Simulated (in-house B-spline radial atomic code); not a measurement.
# RPA and G0W0 on CAM-B3LYP: Ag6+

Configuration [Kr] 4d5, highest spin, mean-field start CAM-B3LYP. Computed with a B-spline radial code for spherical atoms: all electrons, non-relativistic, point nucleus, each spin shell either full or empty, empty states to l = 9 with an (l + 1/2)⁻⁴ tail; G0W0 by contour deformation at full frequency.

Without relativity these are model numbers: it shifts the levels of so heavy an element strongly and can reorder them.

Command:
```bash
python run_gw.py task.json out
```
Settings (radii: box in bohr, nucleus in fm):
```
Z                        47
electrons                41
configuration            [Kr] 4d5
hamiltonian              nr
method                   camb3lyp
lmax                     9
spin_polarised           True
box_radius               9.29
intervals                51
```

Time taken, with all properties: 2.1 s on 1 thread of Intel(R) Xeon(R) 6975P-C, with other jobs on the host.

Energies (hartree):

```csv
term,value
mean-field total,-5190.43648
Hartree-Fock functional on these orbitals,-5188.21558
direct second order,-3.3736
second-order exchange,0.96681
SOSEX correction,0.91209
```

What is the RPA correlation energy, and what remains with SOSEX?

RPA gives -3.0399 hartree (-2.02 eV per electron); RPA + SOSEX gives -2.1278, and the second-order doubles -2.4068 hartree (no singles). SOSEX takes back 30 % of the RPA value.

Quasi-particle levels (eV):

```json
{"level": "4d up", "occupied": "yes", "mean field": "-102.51", "Σx - vxc": "-5.94", "Σc": "?", "QP weight": "?", "G0W0": "?"}
{"level": "4p down", "occupied": "yes", "mean field": "-151.38", "Σx - vxc": "-5.79", "Σc": "-0.47", "QP weight": "0.959", "G0W0": "-157.65"}
{"level": "4s down", "occupied": "yes", "mean field": "-185.22", "Σx - vxc": "-11.61", "Σc": "6.17", "QP weight": "0.855", "G0W0": "-190.66"}
{"level": "4d down", "occupied": "no", "mean field": "-89.41", "Σx - vxc": "8.25", "Σc": "-3.72", "QP weight": "0.968", "G0W0": "-84.88"}
```

G0W0 = mean field + (Σx - vxc) + Σc, with Σc (partial-wave tail included) taken at the quasi-particle energy. Only the outer levels were computed. Levels of low weight are left out.

Where does G0W0 put 4d up?

At -108.61 eV, with Σc = -0.16 eV and a quasi-particle weight of 0.968. The tabulated removal energy is 106 ± 2 eV (NIST, tabulated theory); the calculation leaves out relativity, Breit and QED terms, and what these don't explain is the method's own error.
